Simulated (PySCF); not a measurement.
# Zr²⁺: excitation energy

Zr²⁺ [Kr] 4d2 (3F) → Zr²⁺ [Kr] 4d1 5p1 (high-spin determinant), as a difference of total energies. All numbers are calculated (PySCF 2.14, scalar relativity through the core potential, in aug-cc-pVDZ-PP with ECP28MDF). Correlated levels: valence: 4s2 4p6 frozen. The calculations carry no spin-orbit coupling.

```tsv
method	excitation energy (eV)
UHF	6.692
MP2 (valence)	6.688
SCS-MP2 (valence)	6.691
CCSD (valence)	6.670
```

With two correlated electrons CCSD is exact in that space.

The determinant of the upper state mixes LS terms, which raises its energy above the lowest term, most at the Hartree-Fock and MP2 levels.
